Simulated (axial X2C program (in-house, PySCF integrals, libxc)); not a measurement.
# Potential curves of RuF, scalar-relativistic

Computed with an in-house all-electron X2C program for linear molecules (integrals from PySCF). Spin-free means the one-electron spin-free X2C Hamiltonian. Basis: Ru dyall-cv3z [12s12p8d5f3g], F dyall-av3z [7s6p3d2f] (cores contracted in-house); Gaussian nuclei, density fitting, unrestricted open shells. Masses: Ru 101.904 u, F 18.998 u.

State: M_S = 3/2, Λ = 3 (beyond evenly filled blocks: σα, π+α, π+β, π-α, δ+α, δ+β, δ-α). Energies in kJ/mol from the fragments at the same level (Ru + F). Fits are polynomials in 1 − R0/R over 0.85 to 1.23 times the lowest point R0.

| R (Å) | HF | LDA |
| --- | --- | --- |
| 1.7354 | -138.99 | -505.89 |
| 1.7926 | -169.26 | -520.86 |
| 1.8498 | -189.16 | -525.46 |
| 1.9070 | -200.78 | -522.50 |
| 1.9737 | -206.08 | -512.31 |
| 2.0405 | -204.57 | -497.18 |
| 2.1263 | -195.44 | -473.33 |

The state is one determinant whose occupation by symmetry is held fixed; it was picked as the lowest of a PBE0 search that is not exhaustive. Dissociation energies refer to the lowest single-determinant-based atoms at the same level and basis. Other states lie close and PBE0, whose exact exchange favours high spin, may order them wrongly; the determinant shown need not be the ground state. The nearest other spin-free determinant of the search, M_S = 3/2, Λ = 2, lies 0.02 eV up at the distance of the search. The functionals have no current-density term, which raises determinants with orbital currents, atoms included. At some level and bond length an empty orbital lies below a filled one.

Task: Fit the HF curve near its minimum: give the equilibrium distance, the harmonic wavenumber and the well depth.

Result: At HF, spin-free: Re = 1.990 Å, ωe ≈ 500 cm⁻¹, De = 2.14 eV to Ru + F; Be follows as 0.266 cm⁻¹.

Task: What are Re, ωe and De at the LDA level?

Result: At LDA, spin-free: Re = 1.853 Å, ωe ≈ 630 cm⁻¹, De = 5.45 eV to Ru + F; Be follows as 0.307 cm⁻¹.
